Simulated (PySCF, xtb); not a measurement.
B(Br)2(NH2) (BBr₂H₂N), SMILES NB(Br)Br.

GFN2-xTB in xtb at its own geometry gives an orbital gap of 5.01 eV and a dipole moment of 5.48 D.

Coordinates come from a B3LYP-D3(BJ)/def2-SVP optimisation. Other conformers were not sampled.

Q: What does HF/def2-TZVP (PySCF) give? (Estimate from the structure and the level; the computed values follow.)

A: gap 14.17 eV (levels -11.04 and 3.13 eV), dipole 2.91 D.
